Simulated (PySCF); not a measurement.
HF3Ge (SMILES [F][GeH]([F])[F]), singlet, at a GFN2-xTB geometry; BHANDHLYP/6-31G, TDA in PySCF.

Here is a job for PySCF.
```python
from pyscf import gto, scf, dft, tdscf

mol = gto.Mole()
mol.atom = '''
    Ge    0.08923464   -0.09490865    0.25449270
    F    -0.99278201    1.21191274    0.34616306
    F     1.34100333    0.45414224   -0.75474655
    F    -0.72655631   -1.26366345   -0.67040889
    H     0.54950651   -0.58444704    1.56716496
'''
mol.basis = '6-31g'
mol.verbose = 4
mol.build()

mf = dft.RKS(mol)
mf.xc = 'bhandhlyp'
mf.kernel()
td = mf.TDA()
td.nstates = 2
td.kernel()
td.analyze()
```

What the program printed (banner, timings and long lists left out):

```
PySCF version 2.14.0

[INPUT] verbose = 4
[INPUT] num. atoms = 5
[INPUT] num. electrons = 60
[INPUT] charge = 0
[INPUT] spin (= nelec alpha-beta = 2S) = 0
[INPUT] symmetry False subgroup None
[INPUT] Mole.unit = angstrom
[INPUT] Symbol           X                Y                Z      unit          X                Y                Z       unit  Magmom
[INPUT]  1 Ge     0.089234640000  -0.094908650000   0.254492700000 AA    0.168629030424  -0.179351355352   0.480921503701 Bohr   0.0
[INPUT]  2 F     -0.992782010000   1.211912740000   0.346163060000 AA   -1.876086100295   2.290183165471   0.654153377841 Bohr   0.0
[INPUT]  3 F      1.341003330000   0.454142240000  -0.754746550000 AA    2.534129025830   0.858204455196  -1.426264272960 Bohr   0.0
[INPUT]  4 F     -0.726556310000  -1.263663450000  -0.670408890000 AA   -1.372992439975  -2.387977834123  -1.266889193574 Bohr   0.0
[INPUT]  5 H      0.549506510000  -0.584447040000   1.567164960000 AA    1.038416807566  -1.104444839913   2.961512566415 Bohr   0.0

nuclear repulsion = 333.74937366083
number of shells = 28
number of NR pGTOs = 160
number of NR cGTOs = 56
basis = 6-31g
ecp = {}

******** <class 'pyscf.dft.rks.RKS'> ********
method = RKS
initial guess = minao
damping factor = 0
level_shift factor = 0
DIIS = <class 'pyscf.scf.diis.CDIIS'>
diis_start_cycle = 1
diis_space = 8
diis_damp = 0
SCF conv_tol = 1e-09
SCF conv_tol_grad = None
SCF max_cycles = 50
direct_scf = True
direct_scf_tol = 1e-13
XC library pyscf.dft.libxc version 7.1.2
    S. Lehtola, C. Steigemann, M. J. T. Oliveira, and M. A. L. Marques,  SoftwareX 7, 1–5 (2018)
XC functionals = bhandhlyp
    A. D. Becke,  J. Chem. Phys. 98, 1372 (1993)
    Defined through Gaussian implementation.
radial grids:
    Treutler-Ahlrichs [JCP 102, 346 (1995); DOI:10.1063/1.469408] (M4) radial grids

becke partition: Becke, JCP 88, 2547 (1988); DOI:10.1063/1.454033
pruning grids: <function nwchem_prune>
grids dens level: 3
symmetrized grids: False
atomic radii adjust function: <function treutler_atomic_radii_adjust>
small_rho_cutoff = 0
Set gradient conv threshold to 3.16228e-05
Initial guess from minao.
tot grids = 73240
init E= -2376.26570031979
  HOMO = -0.450640086567731  LUMO = -0.028580397430304  gap/eV = 11.48483
cycle= 1 E= -2376.53175125257  delta_E= -0.266  |g|= 0.907  |ddm|= 2.16
  HOMO = -0.381846823184798  LUMO = 0.010105154017479  gap/eV = 10.66556
cycle= 2 E= -2376.49567008862  delta_E= 0.0361  |g|= 1.11  |ddm|= 1.64
  HOMO = -0.491870299083624  LUMO = 0.00513414670702472  gap/eV = 13.52418
cycle= 3 E= -2376.69003064433  delta_E= -0.194  |g|= 0.0251  |ddm|= 0.776
  HOMO = -0.487491080272799  LUMO = 0.0144713080769576  gap/eV = 13.65909
cycle= 4 E= -2376.69018806267  delta_E= -0.000157  |g|= 0.0111  |ddm|= 0.0316
  HOMO = -0.486851265633006  LUMO = 0.0154953706879444  gap/eV = 13.66955
cycle= 5 E= -2376.69020298708  delta_E= -1.49e-05  |g|= 0.00229  |ddm|= 0.00757
  HOMO = -0.487048621648913  LUMO = 0.0152759218544536  gap/eV = 13.66895
cycle= 6 E= -2376.69020433593  delta_E= -1.35e-06  |g|= 0.000215  |ddm|= 0.0033
  HOMO = -0.487022437876115  LUMO = 0.01531569912866  gap/eV = 13.66932
cycle= 7 E= -2376.69020435844  delta_E= -2.25e-08  |g|= 2.68e-05  |ddm|= 0.000513
  HOMO = -0.487017593043289  LUMO = 0.0153191698548203  gap/eV = 13.66928
cycle= 8 E= -2376.69020435885  delta_E= -4.04e-10  |g|= 3.01e-06  |ddm|= 6.32e-05
  HOMO = -0.487017701136893  LUMO = 0.0153190175278608  gap/eV = 13.66928
Extra cycle  E= -2376.69020435885  delta_E= -1.82e-12  |g|= 2.26e-06  |ddm|= 6.65e-06
converged SCF energy = -2376.69020435885

******** <class 'pyscf.tdscf.rks.TDA'> for <class 'pyscf.dft.rks.RKS'> ********
nstates = 2 singlet
deg_eia_thresh = 1.000e-03
wfnsym = None
conv_tol = 1e-05
eigh lindep = 1e-12
eigh level_shift = 0
eigh max_cycle = 100

Excitation energies (eV)
[10.03713959 10.18499786]

** Singlet excitation energies and oscillator strengths **
Excited State   1:     10.03714 eV    123.53 nm  f=0.0000
      25 -> 33        0.12862
      26 -> 32        0.12871
      27 -> 32       -0.11516
      28 -> 33        0.11522
      29 -> 31       -0.64405
Excited State   2:     10.18500 eV    121.73 nm  f=0.0021
      25 -> 31        0.30513
      25 -> 32        0.10158
      26 -> 33        0.10157
      27 -> 33        0.11773
      28 -> 31       -0.49473
      28 -> 32       -0.11777
      30 -> 32       -0.28548

** Transition electric dipole moments (AU) **
state          X           Y           Z        Dip. S.      Osc.
  1        -0.0000     -0.0001     -0.0001      0.0000      0.0000
  2         0.0297      0.0851      0.0213      0.0086      0.0021

** Transition velocity dipole moments (imaginary part, AU) **
state          X           Y           Z        Dip. S.      Osc.
  1         0.0000     -0.0000     -0.0000      0.0000      0.0000
  2         0.0174      0.0499      0.0125      0.0030      0.0053

** Transition magnetic dipole moments (imaginary part, AU) **
state          X           Y           Z
  1        -0.1566      0.1669     -0.4470
  2        -0.5120      0.1220      0.2249
```
